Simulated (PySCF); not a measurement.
A PySCF script (with the pyscf-properties extension) for the NMR shieldings of C$_{6}$H$_{14}$BNO$_{2}$, on a GFN2-xTB geometry:

```python
import basis_set_exchange as bse
import numpy as np
from pyscf import gto, dft
from pyscf.prop import nmr

atoms = """
C     2.424207    0.217362    0.538558
C     2.862299   -0.251586   -0.744982
N     3.196629   -0.626620   -1.772702
B    -1.906408    0.082068   -0.517622
O    -2.200873    1.195928    0.169320
C    -1.300040    1.815182    1.067801
C    -0.382804    2.799571    0.349455
O    -0.704394   -0.532229   -0.380252
C    -0.398891   -1.746570   -1.034693
C    -0.534075   -2.928524   -0.081074
H     1.336889    0.145129    0.587085
H     2.728570    1.254826    0.667799
H     2.866765   -0.392541    1.325225
H    -2.750810   -0.323659   -1.231718
H    -1.917440    2.345335    1.800691
H    -0.709387    1.050259    1.587077
H     0.195991    2.282056   -0.412401
H    -0.975175    3.572396   -0.134066
H     0.293866    3.263847    1.062947
H     0.631785   -1.663955   -1.397293
H    -1.067154   -1.883703   -1.892538
H     0.120297   -2.801861    0.777922
H    -0.261561   -3.843580   -0.598260
H    -1.560020   -3.009367    0.271276
"""
names = dict.fromkeys(["C", "N", "B", "O", "H"], "pcSseg-1")
basis = {el: gto.basis.parse(bse.get_basis(n, elements=[el], fmt="nwchem")) for el, n in names.items()}
mol = gto.M(atom=atoms, basis=basis, charge=0, verbose=0)
mf = dft.RKS(mol, xc="PBE0")
mf.grids.level = 2
mf.grids.alignment = dft.numint.BLKSIZE   # the property module wants whole blocks of grid points
mf.conv_tol = 1e-9
mf.kernel()

calc = nmr.RKS(mf)   # GIAO
C = mf.mo_coeff
Co = C[:, mf.mo_occ > 0]
resp = mf.gen_response(singlet=True, hermi=2)
def vind(x):   # induced exchange potential for any number of trial vectors
    d = np.einsum("pi,xij,qj->xpq", C, 2 * x.reshape(-1, C.shape[1], Co.shape[1]), Co, optimize=True)
    return np.einsum("xpq,pi,qj->xij", resp(d - d.transpose(0, 2, 1)), C, Co, optimize=True).ravel()
mo1, _ = nmr.rhf.solve_mo1(calc, with_cphf=vind)
sigma = calc.kernel(mo1)
for i, s in enumerate(sigma):   # ppm
    w = np.linalg.eigvalsh((s + s.T) / 2)
    print("%2d %-2s iso %8.1f  s11 %8.1f  s22 %8.1f  s33 %8.1f" % (i, mol.atom_pure_symbol(i), w.mean(), *w))
```

**Question.** What does it print?

**Answer.** 
```
 0 C  iso    186.3  s11    179.3  s22    181.8  s33    197.9
 1 C  iso     63.8  s11    -52.0  s22    -47.2  s33    290.7
 2 N  iso    -30.6  s11   -200.6  s22   -199.2  s33    308.0
 3 B  iso     75.1  s11     61.3  s22     78.5  s33     85.5
 4 O  iso    190.8  s11     66.7  s22    185.4  s33    320.4
 5 C  iso    124.5  s11     92.5  s22    114.9  s33    166.0
 6 C  iso    166.5  s11    148.4  s22    166.5  s33    184.5
 7 O  iso    181.7  s11     19.7  s22    210.7  s33    314.8
 8 C  iso    119.9  s11     89.0  s22    103.5  s33    167.1
 9 C  iso    165.2  s11    147.4  s22    162.4  s33    185.8
10 H  iso     28.5  s11     22.2  s22     26.0  s33     37.3
11 H  iso     29.9  s11     25.9  s22     27.7  s33     36.2
12 H  iso     29.9  s11     25.8  s22     27.6  s33     36.5
13 H  iso     27.5  s11     24.4  s22     27.6  s33     30.5
14 H  iso     27.7  s11     22.8  s22     27.2  s33     33.1
15 H  iso     27.4  s11     24.8  s22     27.6  s33     29.7
16 H  iso     30.4  s11     26.2  s22     30.3  s33     34.7
17 H  iso     30.1  s11     26.3  s22     27.9  s33     36.2
18 H  iso     30.9  s11     26.9  s22     28.5  s33     37.3
19 H  iso     26.9  s11     21.9  s22     27.3  s33     31.4
20 H  iso     27.4  s11     23.3  s22     27.6  s33     31.5
21 H  iso     30.3  s11     26.5  s22     29.8  s33     34.7
22 H  iso     30.6  s11     26.9  s22     27.2  s33     37.7
23 H  iso     30.5  s11     26.9  s22     28.9  s33     35.8
```

These numbers come from an equivalent density-fitted implementation of the same equations, which agrees with the script to about 0.01 ppm for H and up to a few tenths of a ppm for heavy atoms, so last digits may differ.

Size and cost of the density-fitted run: 240 basis functions, 42 s wall time on 1 thread of an Intel Xeon 6975P-C, shared host; peak memory 1.1 GiB.
